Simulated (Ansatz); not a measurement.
Mulliken charges of CH₅FOSi₂, SMILES `O=C[SiH](F)[SiH3]` from r2SCAN/def2-TZVPP in Ansatz (PBE0-D4/def2-TZVP geometry).

```json
{"atom": "O1", "x (Å)": "-0.573", "y (Å)": "2.177", "z (Å)": "0.968", "charge (e)": "-0.272"}
{"atom": "C2", "x (Å)": "-0.341", "y (Å)": "1.115", "z (Å)": "1.491", "charge (e)": "0.100"}
{"atom": "Si3", "x (Å)": "0.713", "y (Å)": "-0.180", "z (Å)": "0.542", "charge (e)": "0.543"}
{"atom": "F4", "x (Å)": "0.835", "y (Å)": "-1.503", "z (Å)": "1.446", "charge (e)": "-0.327"}
{"atom": "Si5", "x (Å)": "-0.310", "y (Å)": "-0.665", "z (Å)": "-1.511", "charge (e)": "0.144"}
{"atom": "H6", "x (Å)": "-0.742", "y (Å)": "0.894", "z (Å)": "2.508", "charge (e)": "0.034"}
{"atom": "H7", "x (Å)": "2.073", "y (Å)": "0.398", "z (Å)": "0.381", "charge (e)": "-0.079"}
{"atom": "H8", "x (Å)": "-0.364", "y (Å)": "0.581", "z (Å)": "-2.317", "charge (e)": "-0.040"}
{"atom": "H9", "x (Å)": "0.478", "y (Å)": "-1.698", "z (Å)": "-2.234", "charge (e)": "-0.052"}
{"atom": "H10", "x (Å)": "-1.687", "y (Å)": "-1.170", "z (Å)": "-1.272", "charge (e)": "-0.051"}
```

Q: By hand: the dipole of these point charges (1 e Å = 4.8032 D).

A: Σ q r = (0.078, -0.059, -0.181) e Å, of length 0.206 e Å = 0.99 D.

Q: How does the dipole of the full density compare? (An estimate is asked.)

A: Computed: (0.043, -0.207, -0.050) e Å, 1.04 D; the point charges give 0.95 times that, at 57° from its direction.

Point charges leave out the atoms' own dipoles, such as those of lone pairs, and Mulliken's split depends on the basis, so the two needn't agree.
